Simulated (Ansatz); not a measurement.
InO, SMILES [O]=[In], multiplicity 2.

The structure is a stationary point at PBE0-D3(BJ)/def2-TZVP. The def2 effective core potentials stand for the cores of In; spin–orbit coupling is left out.

Two levels are set side by side: PBE/def2-TZVPD (Ansatz, a program for electronic structure) and PBE0/def2-TZVPD (Ansatz). Energy differences of separate SCF runs at the same geometry; the states with an electron removed or added have multiplicity 3 and 1. Differences are taken from unrounded values.

```csv
quantity,PBE
vertical ionisation energy (eV),9.49
vertical electron affinity (eV),2.26
```

These are the PBE values. What does PBE0 give? (An estimate is asked for; the answer gives what the named calculation found.)


| quantity | PBE0 | PBE minus PBE0 |
|---|---|---|
| vertical ionisation energy (eV) | 9.15 | 0.34 |
| vertical electron affinity (eV) | 2.08 | 0.17 |
